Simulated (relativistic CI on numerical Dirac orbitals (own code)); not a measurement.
Hyperfine structure of F3+, mass number 19

Computed by Dirac-Coulomb-Breit CI, KLI orbitals optimised for each configuration, model QED (radiative potential, 1s self-energy scaled to tabulated hydrogen-like ionisation energies), valence Slater integrals scaled by 0.85, P86 correlation energy added to each configuration (own radial code, finite nucleus).

CI space (outside the closed core 1s2): 2s²2p², 2s2p³, 2p⁴, 2s²2p3s, 2s²2p3p, 2s²2p3d, 2p³3s, 2s²2p4s, 2s2p²3s, 2p³3p, 2s²2p4p, 2s²2p4d, 2s²2p4f, 2p³3d, 2s2p²3p, 2s²3s². Levels of other configurations are missing.

Nuclear spin I = 1/2, μ = 2.62832 μN (tables of Stone and Pyykkö). The electronic factors are computed for point nuclear moments, without core polarisation; leaving it out makes A of s and p electrons in near-neutral atoms 20 to 40 % too small, and it can dominate for d and f shells.

```csv
Level,E (cm⁻¹),A (MHz)
2s²2p² ³P1,225.1,379.2
2s²2p² ³P2,607.1,4116
2s²2p² ¹D2,24045.8,6017
2s2p³ ⁵S°2,77517.6,16310
2s2p³ ³D°3,149917.3,15450
2s2p³ ³D°2,149967.2,8879
2s2p³ ³D°1,149983.2,-11410
2s2p³ ³P°2,173468.4,18400
```

Levels with J = 0, under 50 % of one LS term, or S terms without an open s electron are left out. Small factors come from cancelling terms and can be off by tens of per cent or more.

For a near-neutral ion this model can misplace configurations by up to about 10,000 cm⁻¹ (more where the count of f electrons changes) and terms by 10 to 25 % of their spread. Rates follow the energies as ν³ (E1, M1) or ν⁵ (E2), so they and the lifetimes can be off by large factors. The fine structure of a lone outer electron comes out too small, for d and f at times inverted, and misplaced configurations move strength between like terms. 42 of the 49 excited levels that our extract of the measured tables holds in this range could be paired (the sources list more); they are missed by 3588 cm⁻¹ on average and 11919 at most, and levels without a partner can miss by more.

Q: Give the hyperfine levels of 2s²2p² ³P2 relative to its centre of gravity.

A: With K = F(F + 1) − I(I + 1) − J(J + 1), E = AK/2: F = 3/2: -6174, F = 5/2: 4116 MHz.
